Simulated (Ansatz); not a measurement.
C5H15NSn⁺, that is Sn(NMe2)Me3 with one electron fewer. Charge 1, multiplicity 2. Geometry PBE0-D4/def2-SVP, that of the neutral singlet; atoms count from 1.

Cartesian coordinates in Å:
```
Sn 0.731 -0.131 -0.192
N -1.309 0.066 -0.026
C -1.888 1.378 -0.113
C -2.026 -0.810 0.858
H -2.938 1.324 -0.464
H -1.343 2.003 -0.839
H -1.908 1.934 0.853
H -1.583 -1.820 0.860
H -2.064 -0.463 1.917
H -3.080 -0.926 0.530
C 1.745 0.645 1.551
H 1.440 0.088 2.449
H 1.498 1.707 1.693
H 2.834 0.550 1.432
C 1.269 0.986 -1.947
H 2.303 0.754 -2.243
H 1.195 2.068 -1.763
H 0.595 0.720 -2.775
C 1.085 -2.239 -0.413
H 2.117 -2.416 -0.749
H 0.394 -2.654 -1.161
H 0.934 -2.764 0.541
```

In the def2 sets Sn takes a core potential; there is no spin–orbit coupling.

Question: Estimate the Mulliken populations from the PBE0/def2-TZVP orbitals of Ansatz.

Answer: 
| atom | charge (e) | spin (α − β) |
| --- | --- | --- |
| Sn1 | 0.84 | -0.03 |
| N2 | -0.10 | 0.80 |
| C3 | -0.34 | -0.04 |
| C4 | -0.34 | -0.04 |
| H5 | 0.20 | 0.04 |
| H6 | 0.19 | 0.00 |
| H7 | 0.20 | 0.07 |
| H8 | 0.19 | 0.00 |
| H9 | 0.20 | 0.07 |
| H10 | 0.20 | 0.04 |
| C11 | -0.58 | 0.10 |
| H12 | 0.17 | 0.00 |
| H13 | 0.17 | 0.00 |
| H14 | 0.19 | 0.00 |
| C15 | -0.62 | 0.00 |
| H16 | 0.18 | 0.00 |
| H17 | 0.17 | 0.00 |
| H18 | 0.18 | 0.00 |
| C19 | -0.63 | 0.00 |
| H20 | 0.18 | 0.00 |
| H21 | 0.18 | 0.00 |
| H22 | 0.17 | 0.00 |
Mulliken values depend strongly on the basis.

Question: Where does the spin sit?

Answer: Summed by element: Sn -0.03, N 0.80, C 0.01, H 0.22, of 1 unpaired in all. Largest on single atoms: N2 0.80, C11 0.10, H7 0.07.

Question: And the Mayer bond orders between heavy atoms (over 0.3)?

Answer: Sn1–N2 0.59 (2.06 Å); Sn1–C11 0.92 (2.16 Å); Sn1–C15 0.96 (2.15 Å); Sn1–C19 0.96 (2.15 Å); N2–C3 1.00 (1.44 Å); N2–C4 1.00 (1.44 Å).
